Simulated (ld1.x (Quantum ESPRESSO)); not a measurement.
**Transferability test, PAW potential for Ag**

- Element: Ag
- Generator: ld1.x (Quantum ESPRESSO) 7.5
- Type: PAW
- Functional: BP86
- Relativity: scalar-relativistic
- Frozen core: [Kr]
- Valence charge: 11
- Reference configuration: 4d10 5s1 5p0
- Partial waves: 5s (bound): rcut 1.95, rcutus 2.20 bohr; 5s channel at 0.25 Ry: rcut 1.95, rcutus 2.20 bohr; 5p (bound, empty): rcut 3.50, rcutus 4.50 bohr; 5p channel at 1.4 Ry: rcut 3.50, rcutus 4.50 bohr; 4d (bound): rcut 1.40, rcutus 1.80 bohr; 4d channel at -0.1 Ry: rcut 1.40, rcutus 1.80 bohr
- Local potential: all-electron potential smoothed inside 1.70 bohr (lloc = -2)
- Core correction: Bessel-smoothed model core inside 1.45 bohr
- Augmentation charge: GAUSS, radius 1.10 bohr

Energies are relative to the spin-unpolarised reference configuration 4d10 5s1 5p0; without spin polarisation the order of configurations can differ from experiment.

```
valence configuration  charge  ΔE all-electron (eV)  error AE − PS (meV)
         4d10 5s0 5p0      +1                 7.901                 -3.9
          4d8 5s0 5p0      +3                66.397                 -319
         4d10 5s0 5p1       0                 3.932                 +0.9
          4d9 5s1 5p0      +1                13.286                  -41
       4d10 5s0.5 5p0    +0.5                 3.105                 -1.2
```

(1) What are ΔE and the potential's error for 4d9 5s2 5p0?

(2) What are ΔE and the potential's error for 4d9 5s0 5p0?

Levels in the configuration 4d8 5s0 5p0:

```tsv
level	all-electron (eV)	pseudo (eV)
4d	-43.818	-44.252
```

## Answers

(1) ΔE = 4.012 eV all-electron; the error (AE − PS) is -41 meV.

(2) ΔE = 30.119 eV all-electron; the error (AE − PS) is -51 meV.
